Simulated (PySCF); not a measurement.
## Ionisation energy of Mn by level of theory

Mn [Ar] 3d5 4s2 (6S) → Mn⁺ [Ar] 3d5 4s1 (7S), as a difference of total energies. All numbers are calculated (PySCF 2.14, scalar relativity by spin-free X2C-1e, in jorge-DZP-DKH). Correlated levels: valence: [Ar] frozen. The calculations carry no spin-orbit coupling.

Task: Order these methods by the ionisation energy they give, lowest first.
A. BP86
B. UHF
C. MN15
D. MP2 (valence)

Result: B (5.951 eV), D (6.671 eV), C (7.099 eV), A (7.193 eV).

Errors of the correlated levels include the incompleteness of this basis and the frozen core.

MP2 underrates the near-degeneracy of ns² with np² in the lower species.

For comparison: 7.434 eV (measured; NIST Atomic Spectra Database, ionization energies).
